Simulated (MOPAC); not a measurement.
MOPAC input (PM3):

```
PM3 FORCE THERMO(298,298) PRECISE LET GEO-OK AUX(PRECISION=9) THREADS=1
CH2O

C     0.00568043 1   -0.00285807 1   -0.71569180 1
O     0.01208039 1    0.00696142 1    0.55778342 1
H     0.88635326 1    0.25956489 1    0.85368339 1
H    -1.01914514 1   -0.29855388 1   -0.99765681 1
```

From the output:

```
     H    4   4.591811   1.060219   0.284800   5.025740

          HEAT OF FORMATION =      16.351267 KCALS/MOLE

          ZERO POINT ENERGY      17.139 KCAL/MOL

           NORMAL COORDINATE ANALYSIS (Total motion = 1 Angstrom)

   Root No.       1         2         3         4         5         6

                 1 A"      1 A'      2 A'      3 A'      4 A'      5 A'

                 947.4    1132.5    1442.5    1640.1    2991.2    3835.4

           1    0.0000   -0.0240    0.0109    0.4094   -0.0211   -0.0065
           2    0.0000    0.0235   -0.0648    0.0061   -0.0681   -0.0036
           3   -0.0342    0.0000   -0.0000   -0.0000   -0.0000   -0.0000
           4    0.0000   -0.0370   -0.0136   -0.2994   -0.0032   -0.0161
           5    0.0000    0.0025    0.0530   -0.0107   -0.0014   -0.0525
           6   -0.0331   -0.0000    0.0000   -0.0000    0.0000   -0.0000
           7   -0.0000    0.3924    0.4704   -0.1843    0.0072    0.3328
           8   -0.0000   -0.1591   -0.1364    0.0078   -0.0204    0.8660
           9    0.5034   -0.0000   -0.0000   -0.0000   -0.0000    0.0000
          10   -0.0000    0.4800   -0.3839    0.0580    0.2953    0.0010
          11   -0.0000   -0.1599    0.0678    0.0894    0.8540    0.0098
          12    0.4293   -0.0000    0.0000    0.0000    0.0000    0.0000

           MASS-WEIGHTED COORDINATE ANALYSIS (NORMAL COORDINATES)

   Root No.       1         2         3         4         5         6

                 1 A"      1 A'      2 A'      3 A'      4 A'      5 A'

                 947.4    1132.5    1442.5    1640.1    2991.2    3835.4

           1    0.0000   -0.1206    0.0535    0.7589   -0.0776   -0.0235
           2    0.0000    0.1183   -0.3192    0.0112   -0.2508   -0.0130
           3   -0.1723    0.0000   -0.0000   -0.0000   -0.0000   -0.0000
           4    0.0000   -0.2147   -0.0774   -0.6405   -0.0138   -0.0675
           5    0.0000    0.0143    0.3012   -0.0228   -0.0060   -0.2192
           6   -0.1925   -0.0000    0.0000   -0.0000    0.0000   -0.0000
           7   -0.0000    0.5721    0.6715   -0.0990    0.0077    0.3490
           8   -0.0000   -0.2319   -0.1948    0.0042   -0.0217    0.9082
           9    0.7350   -0.0000   -0.0000   -0.0000   -0.0000    0.0000
          10   -0.0000    0.6998   -0.5480    0.0312    0.3152    0.0011
          11   -0.0000   -0.2332    0.0967    0.0480    0.9116    0.0103
          12    0.6269   -0.0000    0.0000    0.0000    0.0000    0.0000

          DESCRIPTION OF VIBRATIONS

 VIBRATION          1    1A"         ATOM PAIR     ENERGY CONTRIBUTION    RADIAL
 FREQUENCY           947.39         O 2 -- H 3         +64.6% ( 57.9%)      0.0%
 TRANSITION DIPOLE   0.6780         C 1 -- H 4         +34.5% ( 42.3%)      0.0%
 TRAVEL (Ang.)       0.3841         C 1 -- O 2          +0.9% (  6.7%)      0.0%
 REDUCED MASS        0.4824
 EFFECTIVE MASS      1.4115
 FORCE CONSTANT      0.2551

 VIBRATION          2    1A'         ATOM PAIR     ENERGY CONTRIBUTION    RADIAL
 FREQUENCY          1132.54         C 1 -- H 4         +55.4% ( 81.9%)      1.9%
 TRANSITION DIPOLE   0.4193         O 2 -- H 3         +43.4% ( 72.5%)      0.0%
 TRAVEL (Ang.)       0.3490         C 1 -- O 2          +1.2% ( 12.3%)     45.0%
 REDUCED MASS        0.4888
 EFFECTIVE MASS      1.5775
 FORCE CONSTANT      0.3694

 VIBRATION          3    2A'         ATOM PAIR     ENERGY CONTRIBUTION    RADIAL
 FREQUENCY          1442.48         O 2 -- H 3         +54.3% ( 68.5%)      6.8%
 TRANSITION DIPOLE   0.7227         C 1 -- H 4         +34.5% ( 54.6%)     11.1%
 TRAVEL (Ang.)       0.2748         C 1 -- O 2         +11.2% ( 31.2%)      4.3%
 REDUCED MASS        0.6189
 EFFECTIVE MASS      2.8335
 FORCE CONSTANT      0.7587

 VIBRATION          4    3A'         ATOM PAIR     ENERGY CONTRIBUTION    RADIAL
 FREQUENCY          1640.06         C 1 -- O 2         +65.5% ( 99.7%)     99.9%
 TRANSITION DIPOLE   3.2257         C 1 -- H 4         +22.5% ( 58.4%)      4.5%
 TRAVEL (Ang.)       0.0784         O 2 -- H 3         +12.0% ( 42.7%)     13.2%
 REDUCED MASS        6.6866
 EFFECTIVE MASS     13.5048
 FORCE CONSTANT     10.5967

 VIBRATION          5    4A'         ATOM PAIR     ENERGY CONTRIBUTION    RADIAL
 FREQUENCY          2991.15         C 1 -- H 4         +99.3% ( 99.9%)     99.6%
 TRANSITION DIPOLE   0.5344         C 1 -- O 2          +0.7% (  8.4%)      6.4%
 TRAVEL (Ang.)       0.1557
 REDUCED MASS        0.9294
 EFFECTIVE MASS      1.3925
 FORCE CONSTANT      4.8992

 VIBRATION          6    5A'         ATOM PAIR     ENERGY CONTRIBUTION    RADIAL
 FREQUENCY          3835.38         O 2 -- H 3         +99.6% ( 99.9%)     99.9%
 TRANSITION DIPOLE   0.3588         C 1 -- O 2          +0.4% (  5.9%)      4.3%
 TRAVEL (Ang.)       0.1362
 REDUCED MASS        0.9473
 EFFECTIVE MASS      1.3599
 FORCE CONSTANT      8.2106

      SYMMETRY NUMBER FOR POINT-GROUP Cs  =  1

          SYSTEM IS A GROUND STATE

 CH2O

          MOLECULE IS NOT LINEAR

          THERE ARE  6 GENUINE VIBRATIONS IN THIS SYSTEM
          THIS THERMODYNAMICS CALCULATION IS LIMITED TO
          MOLECULES WHICH HAVE NO INTERNAL ROTATIONS

                    CALCULATED THERMODYNAMIC PROPERTIES
                                          *
   TEMP. (K)   PARTITION FUNCTION   H.O.F.    ENTHALPY  HEAT CAPACITY ENTROPY
                                   KCAL/MOL   CAL/MOLE    CAL/K/MOL  CAL/K/MOL

 298.00  VIB.     0.1016D+01                    47.5672     0.8276     0.1912
         ROT.     0.1379D+04                   888.2803     2.9808    17.3463
         INT.     0.1401D+04                   935.8475     3.8084    17.5375
         TRA.     0.1591D+27                  1480.4672     4.9680    36.1295
         TOT.                       16.351    2416.3147     8.7764    53.6671

   *: NOTE: HEATS OF FORMATION ARE RELATIVE TO THE
            ELEMENTS IN THEIR STANDARD STATE AT 298K
              (=  Standard Enthalpy of Formation).

            Hvib:  Zero-point energy is not included.
                   frequencies of less than zero cm-1 are not included.
            Hrot = (3/2)RT
            Htra = (3/2)RT + pV = (5/2)RT

            Heat capacity is Cp, not Cv

          For more information, see: HTTP://OpenMOPAC.net/Manual/thermochemistry.html

           FORCE CONSTANT IN CARTESIAN COORDINATES (Millidynes/A)

    ATOM   CHEMICAL       X               Y               Z
   NUMBER   SYMBOL  FORCE CONSTANT  FORCE CONSTANT  FORCE CONSTANT

      1       C       11.576839        5.631318        0.188985
      2       O       11.725285        8.462372        0.313382
      3       H        1.886312        7.295145        0.289223
      4       H        1.273435        4.472587        0.209684

 **********************
 *                    *
 * JOB ENDED NORMALLY *
 *                    *
 **********************
```
